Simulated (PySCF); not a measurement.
## Worked example for acetophenone: deprotonation at atom C1

Structure: `CC(=O)c1ccccc1` (C8H8O). Numbering: `[CH3:1][C:2](=[O:3])[c:4]1[cH:5][cH:6][cH:7][cH:8][cH:9]1` These are map numbers, not IUPAC locants.

Computed at ωB97X-D3(BJ)/ma-def2-SVP // PBE0-D3(BJ)/def2-SVP with PySCF (density fitting, grid level 2). The prefix ma- adds one diffuse s and one diffuse p function on all atoms but H. Thermal corrections: GFN2-xTB frequencies, unscaled, ideal gas at 298.15 K and 1 bar, quasi-RRHO entropy. These were taken at the GFN2-xTB minima.

Step: `CC(=O)c1ccccc1` → `C=C([O-])c1ccccc1` + H⁺.

```
          species  charge  multiplicity       E / Eh
   CC(=O)c1ccccc1       0             1  -384.794892
C=C([O-])c1ccccc1      -1             1  -384.199636
```

Thermal terms, products less reactant: Δ(H − E) = -31.43 kJ/mol, Δ(G − E) = -61.49 kJ/mol (the bare proton has no electronic energy, H = 5/2 RT). 1 Eh = 2625.50 kJ/mol.

What are ΔE, ΔH and ΔG of this step?

ΔE = 0.595256 Eh = 1562.84 kJ/mol; ΔH = 1531.4 kJ/mol; ΔG = 1501.3 kJ/mol, all in the gas phase at 298.15 K and 1 bar. The digits show the arithmetic; the method itself can be off by 10 kJ/mol or more.

Known limits: structures of the anions come from def2-SVP, which lacks diffuse functions; ma-def2-SVP is a small basis, whose errors can reach tens of kJ/mol.
